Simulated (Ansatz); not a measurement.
Input file for `C[O][Ga]([SH])[Cl]`:

```yaml
crystal:
  periodic: [false, false, false]
  atoms:
    - {symbol: C, position_ang: [1.110155, 0.972298, 0.637867]}
    - {symbol: O, position_ang: [0.341270, -0.205842, 0.540204]}
    - {symbol: Ga, position_ang: [-0.884332, -0.489019, -0.699993]}
    - {symbol: S, position_ang: [-1.983162, -2.364703, -0.718729]}
    - {symbol: Cl, position_ang: [-1.251916, 1.031385, -2.151166]}
    - {symbol: H, position_ang: [0.961303, 1.421556, 1.624554]}
    - {symbol: H, position_ang: [2.170909, 0.726362, 0.527686]}
    - {symbol: H, position_ang: [0.851099, 1.718739, -0.121157]}
    - {symbol: H, position_ang: [-1.315326, -2.810786, 0.360734]}
basis:
  gaussian: {orbitals: def2-TZVPP}
correlation: {method: ccsd_t}
output: {orbitals: {seedname: orbitals}}
```

```sh
$ ansatz run in.yaml --threads 4 --pin off --events-out ev --progress --plain --max-ram 10444MiB
```

The program prints (abridged):

```
Functional definition: HF
1507 factors; integrals over basis functions are off by at most 1.1e-3 eV
mean field evaluation 1: about -78788.1056 eV, gradient 3.8e1 eV
mean field evaluation 2: about -78788.3165 eV, gradient 3.8e1 eV
mean field evaluation 4: about -78791.4945 eV, gradient 4.2e0 eV
mean field evaluation 8: about -78791.5606 eV, gradient 3.4e-1 eV
mean field evaluation 16: about -78791.5613 eV, gradient 1.9e-6 eV
mean field -78791.56130195 eV, -2895.5364710083 hartree, gradient 1.9e-6 eV, S^2 0.000000; 0 other end points of the search recorded, 0 dependent functions left out
21 core orbitals not correlated: weight in the atoms' cores, before any rotation towards them, 1.000 or more for the frozen orbitals, at most 0.000 for the correlated occupied ones
reference -78791.56130195 eV, -2895.5364710083 hartree; 20, 20 occupied and 209, 209 virtual orbitals, 1507 factors
second order -27.07347174 eV of doubles, -0.00000000 eV of singles
cycle   1  -27.25573175 eV  change   -1.8e-1 eV  update   1.2e-1
cycle   2  -27.98558848 eV  change   -7.3e-1 eV  update   3.7e-2
cycle   3  -28.14123146 eV  change   -1.6e-1 eV  update   2.0e-2
cycle   4  -28.12871103 eV  change    1.3e-2 eV  update   5.4e-3
cycle   5  -28.12421256 eV  change    4.5e-3 eV  update   2.9e-3
cycle   6  -28.12520567 eV  change   -9.9e-4 eV  update   9.6e-4
cycle   7  -28.12492733 eV  change    2.8e-4 eV  update   4.0e-4
cycle   8  -28.12491526 eV  change    1.2e-5 eV  update   1.1e-4
cycle   9  -28.12497822 eV  change   -6.3e-5 eV  update   3.9e-5
cycle  10  -28.12497546 eV  change    2.8e-6 eV  update   1.3e-5
perturbative correction -1.19590860 eV, -0.0439488304 hartree
Total energy: -78820.88218601 eV, -2896.6139936231 hartree
```

Hardware: 4 threads of an Arm Neoverse V2 on a shared host. Wall time 3.3 min, peak host memory 5.2 GiB.

Correlation energy per correlated electron: -0.733 eV. T1 diagnostic: 0.0130.
